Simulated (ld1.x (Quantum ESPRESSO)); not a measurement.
# Wu–Cohen PAW dataset for Re, fully relativistic all-electron reference.

Input for ld1.x (Quantum ESPRESSO) 7.5:

```
&input
   title='Re', zed=75., rel=2, dft='WC', iswitch=3,
   config='[Xe] 4f14 5d5 6s0.5 6p0', rel_dist='average',
   nld=7, rlderiv=2.95, eminld=-9.0, emaxld=5.0, deld=0.04
 /
 &inputp
   pseudotype=3, lpaw=.true., tm=.true., lloc=-1, rcloc=0.85,
   nlcc=.true., new_core_ps=.true., rcore=0.70,
   which_augfun='PSQ', rmatch_augfun_nc=.true.,
   file_pseudopw='Re.UPF', file_wfcaegen='ae.wfc', file_wfcncgen='nc.wfc', file_beta='beta', file_chi='chi', file_wfcusgen='us.wfc'
 /
8
5S  1  0   2.00   0.00  1.30  1.60  0.0
6S  2  0   0.50   0.00  1.30  1.60  0.0
5P  2  1   6.00   0.00  1.55  1.70  0.0
6P  3  1   0.00   0.00  1.55  1.70  0.0
5D  3  2   5.00   0.00  2.15  2.70  0.0
5D  3  2   0.00  -0.75  2.15  2.70  0.0
4F  4  3  14.00   0.00  0.60  0.65  0.0
4F  4  3   0.00  -2.35  0.60  0.65  0.0
 &test
   configts(1)='4f14 5s2 5p6 5d5 6s0.5 6p0'
 /
```

Command:

```bash
ld1.x < Re.in > Re.out
```

Output (shortened: banner, matrices, multipoles, cross overlaps and the repeated all-electron block are left out):

```
Program LD1 v.7.5
     --------------------------- All-electron run ----------------------------

     Re
     dirac relativistic calculation

     atomic number is 75.00
     dft =WC   lsd =0 sic =0 latt =0  beta=0.20 tr2=1.0E-14
     Exchange-correlation= WC
                           (   1   4  11   4   0   0   0)
     mesh =1275 r(mesh) = 100.23444 a.u. xmin = -7.00 dx = 0.01250
     1 Ry =  13.60569312 eV, c = 137.03599908

     n l j   nl                  e(Ry)          e(Ha)          e(eV)
     Spin orbit split results
     1 0 0.5 1S 1( 2.00)     -5260.2342     -2630.1171    -71569.1326
     2 0 0.5 2S 1( 2.00)      -912.0874      -456.0437    -12409.5810
     2 1 0.5 2P 1( 2.00)      -872.7813      -436.3906    -11874.7944
     2 1 1.5 2P 1( 4.00)      -766.9438      -383.4719    -10434.8021
     3 0 0.5 3S 1( 2.00)      -211.8180      -105.9090     -2881.9311
     3 1 0.5 3P 1( 2.00)      -194.2769       -97.1385     -2643.2721
     3 1 1.5 3P 1( 4.00)      -171.2946       -85.6473     -2330.5819
     4 0 0.5 4S 1( 2.00)       -44.8906       -22.4453      -610.7683
     4 1 0.5 4P 1( 2.00)       -37.5744       -18.7872      -511.2261
     4 1 1.5 4P 1( 4.00)       -32.2089       -16.1044      -438.2240
     3 2 1.5 3D 1( 4.00)      -141.8325       -70.9162     -1929.7290
     3 2 2.5 3D 1( 6.00)      -136.8444       -68.4222     -1861.8632
     5 0 0.5 5S 1( 2.00)        -7.1415        -3.5708       -97.1653
     5 1 0.5 5P 1( 2.00)        -4.9302        -2.4651       -67.0789
     5 1 1.5 5P 1( 4.00)        -4.1217        -2.0608       -56.0784
     4 2 1.5 4D 1( 4.00)       -20.1991       -10.0996      -274.8229
     4 2 2.5 4D 1( 6.00)       -19.2080        -9.6040      -261.3388
     4 3 2.5 4F 1( 6.00)        -4.0929        -2.0465       -55.6870
     4 3 3.5 4F 1( 8.00)        -3.9083        -1.9541       -53.1745
     5 2 1.5 5D 1( 2.00)        -1.3013        -0.6506       -17.7045
     5 2 2.5 5D 1( 3.00)        -1.2310        -0.6155       -16.7482
     6 0 0.5 6S 1( 0.50)        -1.2006        -0.6003       -16.3345
     6 1 0.5 6P 1( 0.00)        -0.7930        -0.3965       -10.7893
     6 1 1.5 6P 1( 0.00)        -0.7156        -0.3578        -9.7356
     Averaged results
     1 0     1S 1( 2.00)     -5260.2342     -2630.1171    -71569.1326
     2 0     2S 1( 2.00)      -912.0874      -456.0437    -12409.5810
     2 1     2P 1( 6.00)      -802.2230      -401.1115    -10914.7995
     3 0     3S 1( 2.00)      -211.8180      -105.9090     -2881.9311
     3 1     3P 1( 6.00)      -178.9554       -89.4777     -2434.8120
     4 0     4S 1( 2.00)       -44.8906       -22.4453      -610.7683
     4 1     4P 1( 6.00)       -33.9974       -16.9987      -462.5580
     3 2     3D 1(10.00)      -138.8396       -69.4198     -1889.0095
     5 0     5S 1( 2.00)        -7.1415        -3.5708       -97.1653
     5 1     5P 1( 6.00)        -4.3912        -2.1956       -59.7452
     4 2     4D 1(10.00)       -19.6045        -9.8022      -266.7324
     4 3     4F 1(14.00)        -3.9874        -1.9937       -54.2513
     5 2     5D 1( 5.00)        -1.2591        -0.6295       -17.1307
     6 0     6S 1( 0.50)        -1.2006        -0.6003       -16.3345
     6 1     6P 1( 0.00)        -0.7414        -0.3707       -10.0868

     final scf error:  2.4E-15 reached in  29 iterations

     Etot =  -33432.023131 Ry,  -16716.011565 Ha, -454865.847197 eV

     Ekin =   37816.031740 Ry,   18908.015870 Ha,  514513.322981 eV
     Encl =  -83587.173978 Ry,  -41793.586989 Ha,-1137261.438159 eV
     Eh   =   13002.005707 Ry,    6501.002853 Ha,  176901.299631 eV
     Exc  =    -662.886600 Ry,    -331.443300 Ha,   -9019.031650 eV

     normalization and overlap integrals

     s(1S/1S) =  1.000000  <r> =   0.0180  <r2> =    0.0004  r(max) =   0.0112
     s(2S/2S) =  1.000000  <r> =   0.0756  <r2> =    0.0068  r(max) =   0.0644
     s(2P/2P) =  1.000000  <r> =   0.0625  <r2> =    0.0049  r(max) =   0.0483
     s(2P/2P) =  1.000000  <r> =   0.0705  <r2> =    0.0061  r(max) =   0.0547
     s(3S/3S) =  1.000000  <r> =   0.1969  <r2> =    0.0445  r(max) =   0.1818
     s(3P/3P) =  1.000000  <r> =   0.1870  <r2> =    0.0408  r(max) =   0.1708
     s(3P/3P) =  1.000000  <r> =   0.2019  <r2> =    0.0473  r(max) =   0.1841
     s(4S/4S) =  1.000000  <r> =   0.4405  <r2> =    0.2192  r(max) =   0.4148
     s(4P/4P) =  1.000000  <r> =   0.4450  <r2> =    0.2256  r(max) =   0.4148
     s(4P/4P) =  1.000000  <r> =   0.4785  <r2> =    0.2605  r(max) =   0.4415
     s(3D/3D) =  1.000000  <r> =   0.1765  <r2> =    0.0366  r(max) =   0.1451
     s(3D/3D) =  1.000000  <r> =   0.1811  <r2> =    0.0384  r(max) =   0.1488
     s(5S/5S) =  1.000000  <r> =   1.0366  <r2> =    1.2076  r(max) =   0.9347
     s(5P/5P) =  1.000000  <r> =   1.1371  <r2> =    1.4648  r(max) =   1.0075
     s(5P/5P) =  1.000000  <r> =   1.2393  <r2> =    1.7414  r(max) =   1.0860
     s(4D/4D) =  1.000000  <r> =   0.4935  <r2> =    0.2823  r(max) =   0.4361
     s(4D/4D) =  1.000000  <r> =   0.5048  <r2> =    0.2953  r(max) =   0.4471
     s(4F/4F) =  1.000000  <r> =   0.5762  <r2> =    0.4129  r(max) =   0.4148
     s(4F/4F) =  1.000000  <r> =   0.5850  <r2> =    0.4262  r(max) =   0.4200
     s(5D/5D) =  1.000000  <r> =   1.7785  <r2> =    3.7314  r(max) =   1.3945
     s(5D/5D) =  1.000000  <r> =   1.8403  <r2> =    3.9985  r(max) =   1.4298
     s(6S/6S) =  1.000000  <r> =   2.7641  <r2> =    8.5926  r(max) =   2.4170
     s(6P/6P) =  1.000000  <r> =   3.3746  <r2> =   12.8780  r(max) =   2.8792
     s(6P/6P) =  1.000000  <r> =   3.6575  <r2> =   15.0993  r(max) =   3.1425

     ------------------------ End of All-electron run ------------------------

     --------------------- Generating PAW atomic setup --------------------

      Generating local potential from pseudized AE potential:
      Matching radius rcloc =   0.8500

      Local pseudo, rcloc= 0.846 Estimated cut-off energy=    34.30 Ry

      Computing core charge for nlcc:

       r > 0.70 : true rho core
      Core charge pseudized with two Bessel functions
      Integrated core pseudo-charge :  24.81

     Fully relativistic calculation: |psi|^2

     Wfc 5S LC norm =  0.99954328 SC norm =  0.00045672 missing  0.00000000
     Speed at rcutus      0.834 a.u.,  v/c =  0.006087,  (v/c)^2 = -0.00003706

     Wfc 6S LC norm =  0.99993243 SC norm =  0.00006519 missing  0.00000237
     Speed at rcutus      0.685 a.u.,  v/c =  0.004996,  (v/c)^2 =  0.00002496

     Wfc 5P LC norm =  0.99962126 SC norm =  0.00037873 missing  0.00000001
     Speed at rcutus      0.516 a.u.,  v/c =  0.003764,  (v/c)^2 = -0.00001417

     Wfc 5P LC norm =  0.99967767 SC norm =  0.00032229 missing  0.00000004
     Speed at rcutus      0.213 a.u.,  v/c =  0.001558,  (v/c)^2 = -0.00000243

     Wfc 6P LC norm =  0.99995495 SC norm =  0.00004477 missing  0.00000028
     Speed at rcutus      0.451 a.u.,  v/c =  0.003290,  (v/c)^2 =  0.00001083

     Wfc 6P LC norm =  0.99996097 SC norm =  0.00003456 missing  0.00000447
     Speed at rcutus      0.256 a.u.,  v/c =  0.001867,  (v/c)^2 =  0.00000349

     Wfc 5D LC norm =  0.99984268 SC norm =  0.00015726 missing  0.00000006
     Speed at rcutus      0.308 a.u.,  v/c =  0.002249,  (v/c)^2 =  0.00000506

     Wfc 5D LC norm =  0.99985309 SC norm =  0.00014534 missing  0.00000157
     Speed at rcutus      0.345 a.u.,  v/c =  0.002516,  (v/c)^2 =  0.00000633

     Wfc 4F LC norm =  0.99894816 SC norm =  0.00105184 missing  0.00000000
     Speed at rcutus      5.931 a.u.,  v/c =  0.043280,  (v/c)^2 =  0.00187315

     Wfc 4F LC norm =  0.99897113 SC norm =  0.00102887 missing  0.00000000
     Speed at rcutus      5.976 a.u.,  v/c =  0.043609,  (v/c)^2 =  0.00190174
      Wfc-us  5S rcutus= 1.580  Estimated cut-off energy=    21.88 Ry
      Wfc-us  6S rcutus= 1.580  Estimated cut-off energy=    43.54 Ry
      Wfc-us  5P rcutus= 1.703  Estimated cut-off energy=    29.29 Ry
      Wfc-us  5P rcutus= 1.703  Estimated cut-off energy=    28.76 Ry
      Wfc-us  6P rcutus= 1.703  Estimated cut-off energy=    53.58 Ry
      Wfc-us  6P rcutus= 1.703  Estimated cut-off energy=    50.21 Ry
      Wfc-us  5D rcutus= 2.671  Estimated cut-off energy=    16.69 Ry
      Wfc-us  5D rcutus= 2.671  Estimated cut-off energy=    16.63 Ry
      Wfc-us  5D rcutus= 2.671  Estimated cut-off energy=    25.44 Ry
      Wfc-us  5D rcutus= 2.671  Estimated cut-off energy=    23.27 Ry
      Wfc-us  4F rcutus= 0.642  Estimated cut-off energy=   379.48 Ry
      Wfc-us  4F rcutus= 0.642  Estimated cut-off energy=   379.12 Ry
      Wfc-us  4F rcutus= 0.642  Estimated cut-off energy=   387.45 Ry
      Wfc-us  4F rcutus= 0.642  Estimated cut-off energy=   385.98 Ry

     Required augmentation: PSQ   radius:    2.700000
      Problem with multipole  2  0:  5  1 l3=  1     -0.0000288

     Q pseudized with Bessel functions
     Expected ecutrho=    1698.9123 due to l1=  3   l2=  3

     Estimated PAW energy =-1395.194682 Ryd

     ------------------- End of pseudopotential generation -------------------

     Computing logarithmic derivative in   2.93375
     Computing logarithmic derivative in   2.93375
     Computing the partial wave expansion
     R is outside the sphere for l=    0 j= 0.50
     R is outside the sphere for l=    0 j= 0.50
     R is outside the sphere for l=    1 j= 0.50
     R is outside the sphere for l=    1 j= 0.50
     R is outside the sphere for l=    1 j= 1.50
     R is outside the sphere for l=    1 j= 1.50
     R is outside the sphere for l=    2 j= 1.50
     R is outside the sphere for l=    2 j= 1.50
     R is outside the sphere for l=    2 j= 2.50
     R is outside the sphere for l=    2 j= 2.50
     R is outside the sphere for l=    3 j= 2.50
     R is outside the sphere for l=    3 j= 2.50
     R is outside the sphere for l=    3 j= 3.50
     R is outside the sphere for l=    3 j= 3.50

     ---------------------- Testing the pseudopotential ----------------------

     Re
     dirac relativistic calculation

     atomic number is 75.00   valence charge is 29.00
     dft = SLA  PW   WCX  PBC   lsd =0 sic =0 latt =0  beta=0.20 tr2=1.0E-14
     mesh =1275 r(mesh) = 100.23444 xmin = -7.00 dx = 0.01250

     n l  j  nl             e AE (Ry)       e PS (Ry)    De AE-PS (Ry)
     4 3 2.5 4F   1( 6.00)       -4.09292       -4.09292        0.00000
     4 3 3.5 4F   1( 8.00)       -3.90826       -3.90849        0.00023
     1 0 0.5 5S   1( 2.00)       -7.14152       -7.14156        0.00005
     2 1 0.5 5P   1( 2.00)       -4.93021       -4.93025        0.00004
     2 1 1.5 5P   1( 4.00)       -4.12169       -4.12173        0.00004
     3 2 1.5 5D   1( 2.00)       -1.30126       -1.30128        0.00002
     3 2 2.5 5D   1( 3.00)       -1.23097       -1.23100        0.00002
     2 0 0.5 6S   1( 0.50)       -1.20057       -1.20057        0.00001
     3 1 0.5 6P   1( 0.00)       -0.79300       -0.79300       -0.00001
     3 1 1.5 6P   1( 0.00)       -0.71555       -0.71555        0.00000

     eps = 8.6E-15  iter = 27

     Etot =  -33432.023131 Ry,  -16716.011565 Ha, -454865.847197 eV
     Etotps = -1395.195282 Ry,    -697.597641 Ha,  -18982.598859 eV

     Ekin =    1396.986415 Ry,     698.493208 Ha,   19006.968464 eV
     Encl =   -2864.138927 Ry,   -1432.069463 Ha,  -38968.595299 eV
     Ehrt =     734.843564 Ry,     367.421782 Ha,    9998.056021 eV
     Ecxc =    -662.886335 Ry,    -331.443167 Ha,   -9019.028046 eV
     (Ecc =    -110.142858 Ry,     -55.071429 Ha,   -1498.569929 eV)

     ---------------------- End of pseudopotential test ----------------------
```

Generation and configuration tests took about 5.8 s on one core of a shared server CPU.
